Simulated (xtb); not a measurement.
C3H7BFN, SMILES F/C=C\B(C)N. All values are semi-empirical tight-binding results from xtb (GFN2-xTB unless named), good for trends rather than for accurate numbers. The structure is a stationary point at GFN2-xTB. The structure was generated by enumeration; whether it is a known compound was not checked. One conformer was computed; it need not be the lowest.

Estimate the properties. (An estimate is asked for; the answer gives what the named calculation found.)


orbital gap: 4.38 eV
dipole moment: 0.83 D
zero-point energy: 63.5 kcal/mol
G − E(el) at 298.15 K (modified RRHO): 43.7 kcal/mol
static polarisability (D4 model): 59.6 bohr³
solvation energy, GFN2-xTB/ALPB(water): -3.5 kcal/mol
solvation energy, GFN2-xTB/ALPB(acetone): -6.3 kcal/mol

Computed IR lines (harmonic; lines under 4 % of the strongest left out, lines within 3 cm⁻¹ merged):
ν (cm⁻¹): 641 (vs), 872 (m), 878 (w), 1005 (s), 1147 (s), 1220 (w), 1393 (w), 1404 (s), 1545 (s), 1673 (s), 3015 (m), 3027 (m), 3036 (m), 3039 (w), 3067 (m) (against the strongest line: vs over 80 %, s over 45 %, m over 15 %, w over 4 %, vw less)
